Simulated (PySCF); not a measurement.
Compound: C6H9F2N.
Z-matrix (Å and degrees, GFN2-xTB geometry), rows numbered from 1:
```
N 
C   1  1.2530
C   2  1.5156  1  129.14
C   3  1.5273  2  104.98  1  -170.81
C   4  1.5339  3  103.70  2   -29.36
C   5  1.5209  4  112.34  3   160.75
F   6  1.3558  5  111.08  4  -179.93
F   6  1.3559  5  111.45  4   -61.87
C   2  1.5026  1  121.99  3   179.40
H   1  1.0176  2  115.54  3     1.35
H   3  1.0905  2  111.64  1   -48.01
H   3  1.0935  2  108.43  1    70.63
H   4  1.0895  3  112.88  2  -151.34
H   4  1.0915  3  109.91  2    87.28
H   5  1.0943  4  110.35  3   -79.76
H   6  1.1020  5  112.96  4    59.17
H   9  1.0929  2  108.46  1    76.71
H   9  1.0881  2  111.91  1   -41.96
```

Computed at PBE0/pcSseg-1 (PySCF, non-relativistic), with Q(14N) = 0.02044 b: N1, 14N (I = 1): χzz = -4.622 MHz, η = 0.241.

Problem. Find the zero-field quadrupole resonance frequencies of 14N at N1.

Solution. From ν± = (3/4)|χ|(1 ± η/3) and ν0 = |χ|η/2: ν+ 3.744 MHz, ν− 3.188 MHz, ν0 0.556 MHz (imine nitrogen).

In a crystal, neighbours and librations shift these lines. Geometry: GFN2-xTB, one conformer, isolated molecule. GFN2-xTB bond lengths can be off by several hundredths of an ångström, more for odd bonds, and the gradients follow them. With so small a basis the couplings can be 20 % off.

The run behind these numbers computed NMR shieldings as well. Time: 30 s. Hardware: an Arm Neoverse V1 with one thread, no GPU, on a shared host.
